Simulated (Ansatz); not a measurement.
Geometry optimisation, Ansatz 0.2.0, DFT PBE, scalar-relativistic, plane waves, PAW.

Input file:

```yaml
crystal:
  lattice:
    - [5.48, 0.0, 0.0]
    - [4.11, 7.118729, 0.0]
    - [0.0, 0.0, 16.32646]
  atoms:
    - { symbol: Os, position: [0.0, 0.0, 0.0612503] }
    - { symbol: Os, position: [0.5, 0.0, 0.0612503] }
    - { symbol: Os, position: [0.0, 0.3333333, 0.0612503] }
    - { symbol: Os, position: [0.5, 0.3333333, 0.0612503] }
    - { symbol: Os, position: [0.0, 0.6666667, 0.0612503] }
    - { symbol: Os, position: [0.5, 0.6666667, 0.0612503] }
    - { symbol: Os, position: [-0.1666667, 0.2222222, 0.1937487] }
    - { symbol: Os, position: [0.3333333, 0.2222222, 0.1937487] }
    - { symbol: Os, position: [-0.1666667, 0.5555556, 0.1937487] }
    - { symbol: Os, position: [0.3333333, 0.5555556, 0.1937487] }
    - { symbol: Os, position: [-0.1666667, 0.8888889, 0.1937487] }
    - { symbol: Os, position: [0.3333333, 0.8888889, 0.1937487] }
    - { symbol: Os, position: [0.0, 0.0, 0.3262471] }
    - { symbol: Os, position: [0.5, 0.0, 0.3262471] }
    - { symbol: Os, position: [0.0, 0.3333333, 0.3262471] }
    - { symbol: Os, position: [0.5, 0.3333333, 0.3262471] }
    - { symbol: Os, position: [0.0, 0.6666667, 0.3262471] }
    - { symbol: Os, position: [0.5, 0.6666667, 0.3262471] }
    - { symbol: C, position: [0.7314126, 0.4940137, 0.4358851] }
basis:
  ecutwfc: 420.0
kpoints:
  mp_grid: { grid: [3, 2, 1] }
hamiltonian:
  xc: pbe
scf:
  occupations: { method: fermi_dirac, width: 0.15 }
  lower_state_search: "off"
relax:
  f_tol: 0.08
  max_steps: 25
  adjacent_minimum: "off"
  constraints: [{ sites: [0, 1, 2, 3, 4, 5] }]
```

Run as:

```bash
$ ansatz run input.yaml --threads 4 --pin off --max-ram 10240MiB --backend cpu --events-out ev --progress --plain --runs-dir out
```

Q: Where does it end, and by what steps?

A: It converged. Limits of this set-up: coarse k mesh, thin slab, slab without dipole correction. After 10 steps the energy has fallen by 2.524 eV; C19 moved furthest, 1.18 Å. Joined: Os17–C19 (3.08 → 1.98 Å).

```json
{"step": "0", "energy less start (eV)": "0.0000", "largest force component (eV/Å)": "4.428", "accepted": "yes"}
{"step": "1", "energy less start (eV)": "-1.1405", "largest force component (eV/Å)": "3.339", "accepted": "yes"}
{"step": "2", "energy less start (eV)": "-1.6104", "largest force component (eV/Å)": "0.783", "accepted": "yes"}
{"step": "3", "energy less start (eV)": "-1.7820", "largest force component (eV/Å)": "0.489", "accepted": "yes"}
{"step": "4", "energy less start (eV)": "-1.8935", "largest force component (eV/Å)": "0.435", "accepted": "yes"}
{"step": "5", "energy less start (eV)": "-2.0802", "largest force component (eV/Å)": "0.812", "accepted": "yes"}
{"step": "6", "energy less start (eV)": "-2.3561", "largest force component (eV/Å)": "0.814", "accepted": "yes"}
{"step": "7", "energy less start (eV)": "-2.4752", "largest force component (eV/Å)": "0.672", "accepted": "yes"}
{"step": "8", "energy less start (eV)": "-2.5178", "largest force component (eV/Å)": "0.272", "accepted": "yes"}
{"step": "9", "energy less start (eV)": "-2.5226", "largest force component (eV/Å)": "0.128", "accepted": "yes"}
{"step": "10", "energy less start (eV)": "-2.5241", "largest force component (eV/Å)": "0.034", "accepted": "yes"}
```

```xyz
19
Lattice="5.4800 0.0000 0.0000 4.1100 7.1187 0.0000 0.0000 0.0000 16.3265" Properties=species:S:1:pos:R:3
Os 0.000 0.000 1.000
Os 2.740 0.000 1.000
Os 1.370 2.373 1.000
Os 4.110 2.373 1.000
Os 2.740 4.746 1.000
Os 5.480 4.746 1.000
Os 0.004 1.575 3.104
Os 2.733 1.585 3.108
Os 1.371 3.958 3.088
Os 4.113 3.963 3.119
Os 2.746 6.323 3.110
Os 5.474 6.323 3.104
Os -0.003 0.000 5.219
Os 2.741 0.061 5.201
Os 1.366 2.317 5.251
Os 4.112 2.309 5.191
Os 2.782 4.762 5.257
Os 5.438 4.775 5.259
C 6.846 3.958 6.376
```

Whether the end is a true minimum wasn't checked by a vibrational analysis.

Time of the run: 79 s on 4 threads of Intel(R) Xeon(R) Platinum 8488C (Sapphire Rapids), on a shared host, peak memory 2 GiB.
